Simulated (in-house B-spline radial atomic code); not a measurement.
**Ionising Ni3+ with different functionals**

Computed with a radial B-spline atomic code at the basis-set limit: scalar-relativistic (spin-free X2C) Hamiltonian, Fermi nucleus of rms radius 3.7757 fm, spin-polarised at highest spin, spherical fractional occupations for the functionals, and exact exchange of hybrids averaged over the configuration. The ionisation energy is the difference of two self-consistent energies, [Ar] 3d7 → [Ar] 3d6, without Breit or QED terms; ε is the level of the shell that loses the electron (its least bound occupied spin orbital).

```json
{"method": "PBE0", "rung": "global hybrid", "ΔSCF (eV)": "?", "-ε(3d) (eV)": "?"}
{"method": "B3LYP", "rung": "global hybrid", "ΔSCF (eV)": "54.99", "-ε(3d) (eV)": "47.57"}
{"method": "TPSSh", "rung": "global hybrid", "ΔSCF (eV)": "54.67", "-ε(3d) (eV)": "45.99"}
{"method": "BHandHLYP", "rung": "global hybrid", "ΔSCF (eV)": "54.32", "-ε(3d) (eV)": "50.78"}
{"method": "r2SCAN0", "rung": "global hybrid", "ΔSCF (eV)": "54.18", "-ε(3d) (eV)": "47.56"}
{"method": "B97-1", "rung": "global hybrid", "ΔSCF (eV)": "54.79", "-ε(3d) (eV)": "47.49"}
{"method": "HSE06", "rung": "range-separated hybrid", "ΔSCF (eV)": "54.68", "-ε(3d) (eV)": "47.50"}
{"method": "wB97X", "rung": "range-separated hybrid", "ΔSCF (eV)": "54.58", "-ε(3d) (eV)": "50.29"}
{"method": "CAM-B3LYP", "rung": "range-separated hybrid", "ΔSCF (eV)": "?", "-ε(3d) (eV)": "?"}
{"method": "LC-wPBE", "rung": "range-separated hybrid", "ΔSCF (eV)": "55.05", "-ε(3d) (eV)": "50.58"}
```

Problem. What does PBE0 give?

Solution. ΔSCF 54.68 eV, and -ε(3d) = 47.92 eV.

Problem. What does CAM-B3LYP give?

Solution. ΔSCF 54.96 eV, and -ε(3d) = 49.59 eV.

Problem. Among the functionals, which spreads more, the ΔSCF values or the orbital energies?

Solution. The orbital energies: ΔSCF values span about 0.87 eV and the orbital energies 4.79 eV; here energy differences depend much less on the functional than eigenvalues do.

Problem. How do they compare with the NIST value?

Solution. NIST lists 54.9 eV ± 0.25 (semi-empirical, ground level to ground level). Errors run from -0.74 to +0.13 eV; CAM-B3LYP is closest (+0.04 eV), though others lie within the uncertainty of it, and part of that can be cancellation, since the calculations leave out spin-orbit coupling, Breit-QED terms, multiplet and fine-structure energies.
